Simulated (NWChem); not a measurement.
Program: NWChem. System: CH3BO, charge 0, spin multiplicity 1, at a geometry optimised with PBE0/def2-SVP. The structure started from a generated list of species. Level: MP2/STO-3G, 3 core orbitals frozen.

Input file:

```
start mol
memory heap 200 mb stack 900 mb global 1100 mb
geometry units angstroms nocenter noautoz
  B      1.281335     0.379967     0.000000
  H      1.744057    -0.098593     1.022605
  H      1.744057    -0.098593    -1.022605
  H      1.240325     1.599470     0.000000
  O     -1.260459    -0.373763     0.000000
  C     -0.175240    -0.052002     0.000000
  symmetry group Cs
end
basis spherical
  * library sto-3g
end
scf
  rhf
  nopen 0
  maxiter 100
  thresh 1e-7
  semidirect memsize 60000000 filesize 0
end
mp2
  freeze core 3
end
task mp2 energy
```

Part of the output:

```
             Northwest Computational Chemistry Package (NWChem) 7.3.0
             --------------------------------------------------------

                                NWChem Input Module
                                -------------------

 Scaling coordinates for geometry "geometry" by  1.889725989
 (inverse scale =  0.529177249)

 Turning off AUTOSYM since
 SYMMETRY directive was detected!

                             Geometry "geometry" -> ""
                             -------------------------

 Output coordinates in angstroms (scale by  1.889725989 to convert to a.u.)

  No.       Tag          Charge          X              Y              Z
 ---- ---------------- ---------- -------------- -------------- --------------
    1 B                    5.0000     1.28133500     0.37996700     0.00000000
    2 H                    1.0000     1.74405700    -0.09859300     1.02260500
    3 H                    1.0000     1.74405700    -0.09859300    -1.02260500
    4 H                    1.0000     1.24032500     1.59947000     0.00000000
    5 O                    8.0000    -1.26045900    -0.37376300     0.00000000
    6 C                    6.0000    -0.17524000    -0.05200200     0.00000000

 Effective nuclear repulsion energy (a.u.)      56.5207822560

            Nuclear Dipole moment (a.u.)
            ----------------------------
        X                 Y               Z
 ---------------- ---------------- ----------------
     0.0000037795     0.0000056692     0.0000000000

      Symmetry information
      --------------------

 Group name             Cs
 Group number              2
 Group order               2
 No. of unique centers     5

      Symmetry unique atoms

     1    2    4    5    6


 Summary of "ao basis" -> "" (spherical)
 ------------------------------------------------------------------------------
       Tag                 Description            Shells   Functions and Types
 ---------------- ------------------------------  ------  ---------------------
 *                           sto-3g                   on all atoms

 Summary of "ao basis" -> "ao basis" (spherical)
 ------------------------------------------------------------------------------
       Tag                 Description            Shells   Functions and Types
 ---------------- ------------------------------  ------  ---------------------
 B                           sto-3g                  3        5   2s1p
 H                           sto-3g                  1        1   1s
 O                           sto-3g                  3        5   2s1p
 C                           sto-3g                  3        5   2s1p

                                 NWChem SCF Module
                                 -----------------

  ao basis        = "ao basis"
  functions       =    18
  atoms           =     6
  closed shells   =    11
  open shells     =     0
  charge          =   0.00
  wavefunction    = RHF
  use symmetry    = T
  symmetry adapt  = T

 Summary of "ao basis" -> "ao basis" (spherical)
 ------------------------------------------------------------------------------
       Tag                 Description            Shells   Functions and Types
 ---------------- ------------------------------  ------  ---------------------
 B                           sto-3g                  3        5   2s1p
 H                           sto-3g                  1        1   1s
 O                           sto-3g                  3        5   2s1p
 C                           sto-3g                  3        5   2s1p

      Symmetry analysis of basis
      --------------------------

        a'         14
        a"          4

 Forming initial guess at       0.0s

      Superposition of Atomic Density Guess
      -------------------------------------

 Sum of atomic energies:        -136.51355571

      Non-variational initial energy
      ------------------------------

 Total energy =    -137.027088
 1-e energy   =    -300.142734
 2-e energy   =     106.594864
 HOMO         =      -0.270817
 LUMO         =       0.234830

      Symmetry analysis of molecular orbitals - initial
      -------------------------------------------------

  Numbering of irreducible representations:

     1 a'          2 a"

  Orbital symmetries:

     1 a'          2 a'          3 a'          4 a'          5 a'
     6 a'          7 a'          8 a"          9 a'         10 a"
    11 a'         12 a"         13 a'         14 a'         15 a'
    16 a'         17 a"         18 a'

 Starting SCF solution at       0.1s

 ----------------------------------------------
         Quadratically convergent ROHF

 Convergence threshold     :          1.000E-07
 Maximum no. of iterations :          100
 Final Fock-matrix accuracy:          1.000E-09
 ----------------------------------------------

              iter       energy          gnorm     gmax       time
             ----- ------------------- --------- --------- --------
                 1     -137.2432453712  1.01D+00  5.08D-01      0.1
                 2     -137.3155354737  2.80D-01  1.23D-01      0.1
                 3     -137.3220264459  5.85D-02  2.55D-02      0.1
                 4     -137.3224441302  1.40D-03  9.22D-04      0.1
                 5     -137.3224443333  4.85D-07  2.28D-07      0.1
                 6     -137.3224443333  9.40D-09  3.94D-09      0.1

       Final RHF  results
       ------------------

         Total SCF energy =   -137.322444333260
      One-electron energy =   -298.007312826135
      Two-electron energy =    104.164086236874
 Nuclear repulsion energy =     56.520782256001

        Time for solution =      0.0s

       Symmetry analysis of molecular orbitals - final
       -----------------------------------------------

  Numbering of irreducible representations:

     1 a'          2 a"

  Orbital symmetries:

     1 a'          2 a'          3 a'          4 a'          5 a'
     6 a'          7 a'          8 a"          9 a'         10 a"
    11 a'         12 a"         13 a'         14 a'         15 a'
    16 a"         17 a'         18 a'

             Final eigenvalues
             -----------------

              1
    1  -20.5420
    2  -11.2695
    3   -7.3311
    4   -1.5462
    5   -0.8461
    6   -0.7179
    7   -0.6471
    8   -0.6471
    9   -0.4884
   10   -0.4021
   11   -0.4021
   12    0.2032
   13    0.2032
   14    0.5826
   15    0.7760
   16    0.7760
   17    0.7829
   18    1.1490

                       ROHF Final Molecular Orbital Analysis
                       -------------------------------------

 Vector    9  Occ=2.000000D+00  E=-4.884038D-01  Symmetry=a'
              MO Center=  1.3D+00,  3.8D-01, -5.8D-18, r^2= 1.8D+00
   Bfn.  Coefficient  Atom+Function         Bfn.  Coefficient  Atom+Function
  ----- ------------  ---------------      ----- ------------  ---------------
    15      0.429269  6 C  s                  2     -0.362895  1 B  s
    16      0.323750  6 C  px                 6     -0.286320  2 H  s
     7     -0.286320  3 H  s                  8     -0.286275  4 H  s
     3     -0.276118  1 B  px                11     -0.183692  5 O  px

 Vector   10  Occ=2.000000D+00  E=-4.020873D-01  Symmetry=a"
              MO Center=  1.4D+00,  7.4D-02, -2.5D-11, r^2= 1.9D+00
   Bfn.  Coefficient  Atom+Function         Bfn.  Coefficient  Atom+Function
  ----- ------------  ---------------      ----- ------------  ---------------
     5      0.487286  1 B  pz                 6      0.441382  2 H  s
     7     -0.441382  3 H  s                 13     -0.258777  5 O  pz

 Vector   11  Occ=2.000000D+00  E=-4.020871D-01  Symmetry=a'
              MO Center=  1.2D+00,  6.8D-01,  2.4D-11, r^2= 1.9D+00
   Bfn.  Coefficient  Atom+Function         Bfn.  Coefficient  Atom+Function
  ----- ------------  ---------------      ----- ------------  ---------------
     8      0.509684  4 H  s                  4      0.467167  1 B  py
     6     -0.254815  2 H  s                  7     -0.254815  3 H  s
    12     -0.248113  5 O  py

 Vector   12  Occ=0.000000D+00  E= 2.031871D-01  Symmetry=a"
              MO Center= -3.1D-01, -1.4D-01,  4.5D-13, r^2= 1.3D+00
   Bfn.  Coefficient  Atom+Function         Bfn.  Coefficient  Atom+Function
  ----- ------------  ---------------      ----- ------------  ---------------
    18      0.898461  6 C  pz                13     -0.657413  5 O  pz
     6     -0.238494  2 H  s                  7      0.238494  3 H  s

 Vector   13  Occ=0.000000D+00  E= 2.031906D-01  Symmetry=a'
              MO Center= -3.4D-01, -5.3D-02, -5.0D-13, r^2= 1.3D+00
   Bfn.  Coefficient  Atom+Function         Bfn.  Coefficient  Atom+Function
  ----- ------------  ---------------      ----- ------------  ---------------
    17      0.861401  6 C  py                12     -0.630286  5 O  py
     8     -0.275399  4 H  s                 16     -0.255406  6 C  px
    11      0.186884  5 O  px

 Vector   14  Occ=0.000000D+00  E= 5.825699D-01  Symmetry=a'
              MO Center=  5.5D-01,  1.6D-01, -1.7D-16, r^2= 1.6D+00
   Bfn.  Coefficient  Atom+Function         Bfn.  Coefficient  Atom+Function
  ----- ------------  ---------------      ----- ------------  ---------------
    15      1.220004  6 C  s                  3      0.971213  1 B  px
    11     -0.501920  5 O  px                10     -0.489890  5 O  s
     2     -0.349035  1 B  s                  4      0.288190  1 B  py
    14     -0.173914  6 C  s

 center of mass
 --------------
 x =  -0.15250628 y =  -0.04522903 z =   0.00000000

 moments of inertia (a.u.)
 ------------------
          30.489877923629         -52.053346516079           0.000000000000
         -52.053346516079         190.592811898086           0.000000000000
           0.000000000000           0.000000000000         206.028457503295

  Mulliken analysis of the total density
  --------------------------------------

    Atom       Charge   Shell Charges
 -----------   ------   -------------------------------------------------------
    1 B    5     5.04   1.99  0.86  2.19
    2 H    1     1.07   1.07
    3 H    1     1.07   1.07
    4 H    1     1.07   1.07
    5 O    8     8.11   2.00  1.85  4.26
    6 C    6     5.63   2.00  1.32  2.31

       Multipole analysis of the density wrt the origin
       ------------------------------------------------

     L   x y z        total         open         nuclear
     -   - - -        -----         ----         -------
     0   0 0 0     -0.000000      0.000000     22.000000

     1   1 0 0     -1.082876      0.000000      0.000004
     1   0 1 0     -0.321164      0.000000      0.000006
     1   0 0 1      0.000000      0.000000      0.000000

     2   2 0 0    -16.734028      0.000000    102.579830
     2   1 1 0     -1.171450      0.000000     28.203782
     2   1 0 1      0.000000      0.000000      0.000000
     2   0 2 0    -13.130910      0.000000     15.832083
     2   0 1 1      0.000000      0.000000      0.000000
     2   0 0 2    -12.783524      0.000000      7.468674

                   NWChem MP2 Semi-direct Energy/Gradient Module
                   ---------------------------------------------

  Basis functions       =     18
  Molecular orbitals    =     18
  Frozen core           =      3
  Frozen virtuals       =      0
  Active alpha occupied =      8
  Active beta occupied  =      8
  Active alpha virtual  =      7
  Active beta virtual   =      7
  Use MO symmetry       = T
  Use skeleton AO sym   = T

  AO/Fock/Back tols     =   1.0D-09  1.0D-09  1.0D-09

 GA uses MA = F    GA memory limited = T

 Available:
  local mem=  1.26D+08
 global mem=  1.44D+08
 local disk=  0.00D+00
  mp2_memr nvloc                     7
  nvloc new                     7
   1 passes of   8:        2097152                       1175                     32956.
   1 passes of   8: M    126155557           G      144178552           F     124058405.

 Semi-direct pass number   1 of   1  for RHF alpha+beta  at        0.1s
  vrange nnbf                   170
  mp2_eaftype                    10  avail_ma_in_mb                  1099
 EAF : mp2_eaftype filesize          10      16478.
  mp2_eaf for mointskh                     10
Node 0 wrote      0.1 Mb in      0.0 s     Agg I/O rate:   618.7 Mb/s
 Done moints_semi at        0.2s
  mp2_eaftype                    10  avail_ma_in_mb                  1089
 EAF : mp2_eaftype filesize          10      16478.
  mp2_eaf for kh                    10
 Done maket at        0.2s
 Done multipass loop at        0.2s

          -------------------------------------------
          SCF energy                -137.322444333260
          Correlation energy          -0.180594633764
          Singlet pairs               -0.121286634794
          Triplet pairs               -0.059307998969
          Total MP2 energy          -137.503038967024
          -------------------------------------------

          ---------------------------------------------------
                    Spin Component Scaled (SCS) MP2
          Same spin pairs                     -0.039538665980
          Same spin scaling factor             0.333333333333
          Opposite spin pairs                 -0.141055967784
          Opposite spin scaling fact.          1.200000000000
          SCS-MP2 correlation energy          -0.182446716668
          Total SCS-MP2 energy              -137.504891049928
          ---------------------------------------------------

 -----------------------
 Performance information
 -----------------------

 Timer overhead =  1.47D-07 seconds/call

               Nr. of calls         CPU time (s)                 Wall time (s)                GFlops
             ---------------    -------------------     ------------------------------   -------------------
Name         Min   Avg   Max    Min     Avg     Max     Min     Avg     Max   Mx/calls   Min     Max     Sum
mp2: moin     1     1     1   6.27E-2 6.27E-2 6.27E-2  6.27E-2 6.27E-2 6.27E-2 6.27E-2   0.0     0.0     0.0
mp2: make     1     1     1   1.84E-3 1.84E-3 1.84E-3  1.84E-3 1.84E-3 1.84E-3 1.84E-3   0.0     0.0     0.0
mp2: tota     1     1     1   7.10E-2 7.10E-2 7.10E-2  7.10E-2 7.10E-2 7.10E-2 7.10E-2   0.0     0.0     0.0

 The average no. of pstat calls per process was 3.00D+00
 with a timing overhead of 4.40D-07s

 Task  times  cpu:        0.1s     wall:        0.1s

 Total times  cpu:        0.2s     wall:        0.2s
```
